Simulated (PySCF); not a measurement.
# A small calculation by hand: oscillator strength and radiative lifetime

Ge(H)2(Me)(OMe) (C2H8GeO), SMILES C[O][GeH2][CH3].

Geometry: PBE-D3(BJ)/def2-SVP. This is a generated structure with no PubChem entry under its InChIKey; it may be hypothetical. One conformer was computed; it need not be the lowest.

TDA-PBE/def2-SVPD run with PySCF puts the first singlet state with f over 0.02 at 6.25 eV (vertical), with the transition dipole (0.000, 0.000, -0.366) in atomic units.

Question: Find the oscillator strength, the wavelength and the radiative lifetime that this transition would have in vacuum if emission retraced absorption.

Answer: 
|μ|² = 0.1340 au, so |μ| = 0.93 D. ΔE = 6.25/27.211 = 0.2297 hartree. f = (2/3) ΔE |μ|² = 0.021 (the program prints 0.021).
λ = 1239.84/6.25 = 198 nm; ν = 50410 cm⁻¹.
Einstein's coefficient A = 0.6670 ν² f s⁻¹ (ν in cm⁻¹) = 3.5e7 s⁻¹, so τ = 1/A = 29 ns. This state is S3; the lower singlets have f = 0.000, 0.014. The figure is the radiative limit of this one transition; relaxation, internal conversion, crossing to triplets and a medium change what is measured.
